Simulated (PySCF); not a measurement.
**Levels of Cu(10+) from EOM-EA-GCCSD**

Reference: closed-shell Cu(11+), [Ar]; one electron is added. Calculated with PySCF 2.14, two-component X2C-1e with screened spin-orbit coupling, an even-tempered Gaussian basis (19 s from 0.23 bohr⁻², ratio 2.6; 14 p from 0.3 bohr⁻², ratio 2.6; 6 d from 0.31 bohr⁻², ratio 2.8; 3 f from 9.5 bohr⁻², ratio 2.8); frozen [Ne]; the 58 highest virtual spinors dropped; of the others 50 kept and the rest restored at second order. No Breit or QED terms. Binding energies in eV.

```
level  Koopmans  second order  EOM-CCSD
3d3/2    262.93        264.44    264.24
3d5/2    262.44        263.94    263.74
4s1/2    165.39        166.79    166.75
4p1/2    150.21        150.78    151.24
4p3/2    149.28        149.89    150.28
```

Electric-dipole lines between these computed levels:

```
lower  upper  ΔE (eV)  vacuum wavelength (nm)
3d3/2  4p1/2   113.00                   10.97
3d3/2  4p3/2   113.96                   10.88
3d5/2  4p3/2   113.45                   10.93
4s1/2  4p1/2   15.506                   79.96
4s1/2  4p3/2   16.466                   75.30
```

For comparison, the ionisation energy of Cu(10+) is 265.33 ± 0.25 eV (measured; NIST Atomic Spectra Database, ionization energies).
